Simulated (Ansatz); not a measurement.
Several settings on one geometry of Li₂Al₂⁻ (that of the charge -1 doublet, PBE-D4/def2-TZVPD). Ansatz on 4 threads of Intel Xeon Platinum 8259CL on a shared host; times are rough.

```csv
atom,x (Å),y (Å),z (Å)
Li1,-1.5126,-0.8348,0.4650
Li2,1.4903,-0.9886,-0.0418
Al3,0.2288,1.1888,0.9930
Al4,-0.2065,0.6347,-1.4162
```

Totals from different functionals, basis sets or treatments of relativity can't be compared as stabilities.

The 6-31G sets use Cartesian d functions. Correlated methods freeze 10 core orbitals; core or outer-core shells of Li are correlated, in sets that lack core-valence functions.

**Question.** Give the basis size and estimate the energy, ⟨S²⟩ and time of these runs.

```json
{"run": "1", "method": "UKS ωB97X/def2-TZVP", "charge": "-1", "state": "doublet", "further keys": "nuclear_model: gaussian; forces asked"}
{"run": "2", "method": "UKS ωB97M-V/6-31++G**", "charge": "-1", "state": "doublet", "further keys": "scf: {omitted_lower_state_checks: [starts]}"}
{"run": "3", "method": "UHF, ccsdt/6-31G", "charge": "-1", "state": "doublet", "further keys": "nuclear_model: gaussian; scf: {omitted_lower_state_checks: [starts]}"}
{"run": "4", "method": "UKS PBE-QIDH/def2-SVPD", "charge": "-1", "state": "doublet", "further keys": "scf: {lower_state_search: light}"}
```

**Answer.** 
```json
{"run": "1", "functions": "102", "energy (Eh)": "-499.8704", "⟨S²⟩": "0.77", "wall time": "14 s"}
{"run": "2", "functions": "84", "energy (Eh)": "-499.8174", "⟨S²⟩": "0.76", "wall time": "8 s"}
{"run": "3", "functions": "44", "energy (Eh)": "-498.7999", "⟨S²⟩": "1.53", "wall time": "16 s"}
{"run": "4", "functions": "72", "energy (Eh)": "-499.2655", "⟨S²⟩": "0.95", "wall time": "6 s"}
```

The highest occupied level of an anion often lies above zero with these methods, and sets without diffuse functions describe the outer electron poorly. At UHF, ccsdt/6-31G T1 of the charge -1 doublet is large (up to 0.115), so the single-reference result is doubtful. At UHF, ccsdt/6-31G, UKS PBE-QIDH/def2-SVPD the charge -1 doublet is spin-contaminated (final ⟨S²⟩ up to 1.53, 0.75 for a pure state).
